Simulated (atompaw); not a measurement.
**What one change does to a pseudopotential (Pr (Z = 59), PAW (atompaw))**

Pr, PAW, made with atompaw 4.2.0.5 (PBE, scalar-relativistic). Core [Kr] 4d10, reference 4f3 5s2 5p6 5d0 6s2 6p0. Waves: 5s (bound): rc 1.80 bohr; 6s (bound): rc 2.90 bohr; 5p (bound): rc 2.30 bohr; 6p (bound, empty): rc 3.00 bohr; 5d (bound, empty): rc 3.00 bohr; 5d channel at 0.55 Ry: rc 3.00 bohr; 4f (bound): rc 1.60 bohr; 4f channel at 2.7 Ry: rc 1.60 bohr. Local part: bessel scheme, radius 2.45 bohr. Core correction: smooth core density matched at 2.30 bohr. Augmentation charge: besselshape compensation charge, radius 2.60 bohr; PAW radius 3.00 bohr; waves and projectors: custom polynom vanderbiltortho.

All-electron outer shells of the reference configuration (PBE, scalar-relativistic, ld1.x):

```
shell  level (eV)  outermost node (bohr)  outermost maximum (bohr)
   4p     -215.23                   0.32                      0.60
   4d     -110.50                   0.30                      0.64
   5s      -39.03                   0.74                      1.35
   5p      -21.47                   0.79                      1.53
   6s       -3.46                   1.81                      3.85
   5d       -2.02                   0.91                      2.28
   4f       -1.25                      –                      0.69
   6p       -1.24                   2.18                      5.13
```

Change: wave 5s (bound): rc 1.80 bohr becomes 5s (bound): rc 2.82 bohr.

Cutoffs: the cutoffs (Ry, on a coarse ladder) from which the occupation-weighted sum of valence levels, in a spherical-Bessel basis at the reference potential, stays within 10 and 1 mRy of its value at 400 Ry; they do not see the model core or the augmentation charge, which bear on the density cutoff.

What does the change do?

The potential gets neither clearly harder nor softer (60 Ry and 90 Ry → 60 Ry and 90 Ry); the f channel sets the loose cutoff, while the largest relative change is in s, which becomes softer; neither file shows a bound ghost.

```tsv
quantity	base	changed
cutoff, loose	60 Ry	60 Ry
cutoff, tight	90 Ry	90 Ry
loose cutoff by channel (10 mRy a level)	s 12 Ry, p 10 Ry, f 45 Ry	s 6 Ry, p 10 Ry, f 45 Ry
bound ghosts	none	none
s: phases at 3.02 bohr within 0.05 rad from the reference energy up to (Ry; the scan ends near 5)	4.0	3.7
p: phases at 3.02 bohr within 0.05 rad from the reference energy up to (Ry; the scan ends near 5)	to the end of the scan	to the end of the scan
d: phases at 3.02 bohr within 0.05 rad from the reference energy up to (Ry; the scan ends near 5)	to the end of the scan	to the end of the scan
f: phases at 3.02 bohr within 0.05 rad from the reference energy up to (Ry; the scan ends near 5)	to the end of the scan	to the end of the scan
lowest overlap eigenvalue by channel	s 0.67, p 0.62, d 0.95, f 0.99	s 0.83, p 0.62, d 0.95, f 0.99
```

 The cutoffs see the waves, projectors and local potential, not the compensation charge or the core.
